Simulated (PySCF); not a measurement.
Gas-phase reaction: 2 SnCl3 + 2 CCl ⇌ 2 SnCl2 + C2Cl4. Level: PBE0/def2-QZVP†; standard pressure 1 bar.

Method: PySCF energies plus ideal-gas RRHO corrections (1 bar). † marks an energy on the PBE0/def2-TZVP geometry and frequencies. Open shells (unrestricted): SnCl3 (multiplicity 2), CCl (multiplicity 2, electronic degeneracy 4); the rest are closed-shell singlets. Spin-orbit splitting is ignored; it lowers the true energy and changes the entropy of CCl. Sn: scalar-relativistic def2 core potential, no spin-orbit coupling. SnCl3: computed as isolated molecules; such fragments, hydroxides, amides, oligomers or adducts are transient or little studied in the gas. The harmonic model lacks anharmonicity and excited electronic states, which grow with temperature; levels with a mode under 35 cm⁻¹ are left out. Soft modes under 120 cm⁻¹ make the harmonic entropy rough for SnCl3, SnCl2, C2Cl4.

```tsv
T (K)	1000/T (1/K)	log10 K
1200	0.8333	22.96
1400	0.7143	18.15
1600	0.6250	14.55
1800	0.5556	11.76
2000	0.5000	9.52
2500	0.4000	?
```

Task: Fit log10 K = a + b·(1000/T) to the five rows, get the mean ΔH° and ΔS°, and predict log10 K at 2500 K.

Result: Means: 1000/T = 0.6456, log10 K = 15.388. Sums of products about the means: Sxy = 2.80918, Sxx = 0.069675, so b = Sxy/Sxx = 40.32 and a = 15.388 − (40.32)×0.6456 = -10.64.
ΔH° = −R ln 10 × 1000 K × b = −19.145 × (40.32) = -772 kJ; ΔS° = R ln 10 × a = -204 J/K. The run's own values go from -773 kJ and -205 J/K at 1200 K to -765 kJ and -200 J/K at 2500 K.
Prediction at 2500 K: -10.64 + (40.32)×0.4000 = 5.49. The computed value is 5.52, 0.03 from the line.
For scale, ΔH°(298 K) is -772 kJ at this level, -768 kJ at ωB97M-V/def2-TZVP†, and runs from -1001 to -496 kJ over the 17 levels computed.
